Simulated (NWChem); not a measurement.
# trimethylarsine (C3H9As); SMILES C[As](C)C

Results from NWChem. Medium grid unless said otherwise, to which SCAN and Minnesota functionals are sensitive. All runs use the structure optimised with PBE0/def2-SVP. Hybrids' shares of exact exchange are those that their runs print; pure functionals count as 0. The functionals differ in more than this share.

```
row                                     share of exact exchange  highest occupied level (eV)
--------------------------------------  -----------------------  ---------------------------
LDA (Slater exchange, VWN5)/def2-TZVPD                     0.00                        -5.56
PBE/def2-TZVPD                                             0.00                        -5.45
B3LYP/def2-TZVPD                                           0.20                        -6.34
PBE0/def2-TZVPD                                            0.25                        -6.49
M06-2X/def2-TZVPD                                          0.54                        -7.55
Hartree-Fock/def2-TZVPD                                    1.00                     withheld
```

Q: Fit a straight line of the last column on the one before it, predict the withheld value, and compare with the run.

A: 
1. Means of the 5 shown rows: x = 0.198, y = -6.278. Slope Σ(x − x̄)(y − ȳ)/Σ(x − x̄)² = -0.7523/0.1981 = -3.798; intercept -5.526.
2. The shown rows scatter about the line by 0.047 (root mean square); the largest residual is +0.08, at PBE/def2-TZVPD.
3. At x = 1.00 (Hartree-Fock/def2-TZVPD; beyond the shown range) the line gives -9.32.
4. The run gives -8.91, +0.41 from the line, 8.8 times the scatter.
